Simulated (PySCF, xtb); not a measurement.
H₃O₃Re, SMILES [Re]([OH])([OH])[OH] (connectivity only; charge and spin as stated), neutral, multiplicity 3. Other conformers were not sampled.

Harmonic wavenumbers (cm⁻¹) from GFN2-xTB (xtb) at its own minimum, in rising order: 77, 97, 194, 482, 488, 503, 525, 534, 544, 668, 674, 869, 3357, 3425, 3433.

Problem. What does PBE-D3(BJ)/def2-SVP run with PySCF give at its own minimum? (The exact figures need the calculation; the answer reports its results.)

Solution. 173, 180, 188, 417, 448, 468, 661, 671, 686, 717, 718, 727, 3562, 3565, 3571. Paired by order, the mean absolute difference is 97 cm⁻¹ and the zero-point energies are 22.7 and 23.9 kcal/mol.
